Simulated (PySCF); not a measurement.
GeO, triplet, at a GFN2-xTB geometry (the spin is typed, not shown lowest); B3LYP/6-31G* in PySCF.

The PySCF input:
```python
from pyscf import gto, scf, dft

mol = gto.M(
    atom='''
Ge   -0.000000   -0.000000   -0.334773
O     0.000000    0.000000    1.339094
''',
    basis='6-31g*',
    charge=0,
    spin=2,
    verbose=4,
)

mf = dft.UKS(mol)
mf.xc = 'b3lyp'
mf.grids.atom_grid = (99, 590)
mf.grids.prune = None
mf.kernel()
```

What the program printed (banner, timings and long lists left out):

```
PySCF version 2.14.0

[INPUT] verbose = 4
[INPUT] num. atoms = 2
[INPUT] num. electrons = 40
[INPUT] charge = 0
[INPUT] spin (= nelec alpha-beta = 2S) = 2
[INPUT] symmetry False subgroup None
[INPUT] Mole.unit = angstrom
[INPUT] Symbol           X                Y                Z      unit          X                Y                Z       unit  Magmom
[INPUT]  1 Ge     0.000000000000   0.000000000000  -0.334773000000 AA    0.000000000000   0.000000000000  -0.632629283899 Bohr   0.0
[INPUT]  2 O      0.000000000000   0.000000000000   1.339094000000 AA    0.000000000000   0.000000000000   2.530520915048 Bohr   0.0

nuclear repulsion = 80.931977269114
number of shells = 18
number of NR pGTOs = 122
number of NR cGTOs = 46
basis = 6-31g*
ecp = {}

******** <class 'pyscf.dft.uks.UKS'> ********
method = UKS
initial guess = minao
damping factor = 0
level_shift factor = 0
DIIS = <class 'pyscf.scf.diis.CDIIS'>
diis_start_cycle = 1
diis_space = 8
diis_damp = 0
SCF conv_tol = 1e-09
SCF conv_tol_grad = None
SCF max_cycles = 50
direct_scf = True
direct_scf_tol = 1e-13
number electrons alpha = 21  beta = 19
XC library pyscf.dft.libxc version 7.1.2
    S. Lehtola, C. Steigemann, M. J. T. Oliveira, and M. A. L. Marques,  SoftwareX 7, 1–5 (2018)
XC functionals = b3lyp
    P. J. Stephens, F. J. Devlin, C. F. Chabalowski, and M. J. Frisch,  J. Phys. Chem. 98, 11623 (1994)
radial grids:
    Treutler-Ahlrichs [JCP 102, 346 (1995); DOI:10.1063/1.469408] (M4) radial grids

becke partition: Becke, JCP 88, 2547 (1988); DOI:10.1063/1.454033
pruning grids: None
grids dens level: 3
symmetrized grids: False
atomic radii adjust function: <function treutler_atomic_radii_adjust>
User specified grid scheme (99, 590)
small_rho_cutoff = 0
Set gradient conv threshold to 3.16228e-05
tot grids = 116824
init E= -2151.32655500482

cycle= 1 E= -2151.55351456087  delta_E= -0.227  |g|= 0.771  |ddm|= 1.44

cycle= 2 E= -2146.26931071863  delta_E= 5.28  |g|= 2.47  |ddm|= 4.91

cycle= 3 E= -2151.8028811793  delta_E= -5.53  |g|= 0.261  |ddm|= 4.68

cycle= 4 E= -2151.82217397018  delta_E= -0.0193  |g|= 0.25  |ddm|= 0.433

cycle= 5 E= -2151.84263116151  delta_E= -0.0205  |g|= 0.065  |ddm|= 0.103

cycle= 6 E= -2151.84445875175  delta_E= -0.00183  |g|= 0.0394  |ddm|= 0.0462

cycle= 7 E= -2151.8453094905  delta_E= -0.000851  |g|= 0.00276  |ddm|= 0.0421

cycle= 8 E= -2151.84531716483  delta_E= -7.67e-06  |g|= 0.000676  |ddm|= 0.00463

cycle= 9 E= -2151.84531810281  delta_E= -9.38e-07  |g|= 0.00037  |ddm|= 0.0019

cycle= 10 E= -2151.84531838986  delta_E= -2.87e-07  |g|= 7.68e-05  |ddm|= 0.00118

cycle= 11 E= -2151.84531840635  delta_E= -1.65e-08  |g|= 1.26e-05  |ddm|= 0.00036

cycle= 12 E= -2151.84531840656  delta_E= -2.1e-10  |g|= 4.89e-06  |ddm|= 3.76e-05

Extra cycle  E= -2151.8453184065  delta_E= 5.73e-11  |g|= 1.29e-05  |ddm|= 1.44e-05
converged SCF energy = -2151.8453184065  <S^2> = 2.0076445  2S+1 = 3.005092
```
